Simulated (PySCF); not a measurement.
C₃H₉S (cation, charge +1), SMILES C[S+](C)C, singlet, B3LYP/def2-SVP optimised geometry.

```
13

C     -0.76    -1.13    -1.70
S     -0.35    -0.62     0.00
C     -0.76     1.15     0.00
C      1.46    -0.62     0.00
H     -0.24    -0.49    -2.43
H     -1.85    -1.06    -1.80
H     -0.45    -2.18    -1.80
H     -0.25     1.67    -0.83
H     -0.45     1.55     0.97
H     -1.85     1.23    -0.09
H      1.85     0.00    -0.82
H      1.79    -0.23     0.98
H      1.79    -1.67    -0.10
```

Density from B3LYP/def2-TZVP (PySCF 2.14.0) at that geometry.

Minimum of the electron density along straight lines between bonded atoms, close to the bond critical point (lines longer than 1.1 times the sum of covalent radii, or with two minima, are not listed):

```tsv
bond	length / Å	ρ at the minimum / e bohr⁻³	∇²ρ there / e bohr⁻⁵	position (fraction from the first atom)
C1–S2	1.817	0.184	-0.31	0.45
S2–C3	1.817	0.184	-0.31	0.56
S2–C4	1.817	0.184	-0.31	0.56
C1–H5	1.099	0.278	-0.96	0.65
C1–H6	1.099	0.277	-0.96	0.66
C1–H7	1.099	0.277	-0.96	0.66
C3–H8	1.099	0.278	-0.96	0.65
C3–H9	1.099	0.277	-0.96	0.66
C3–H10	1.099	0.277	-0.96	0.66
C4–H11	1.099	0.278	-0.96	0.65
C4–H12	1.099	0.277	-0.96	0.66
C4–H13	1.099	0.277	-0.96	0.66
```
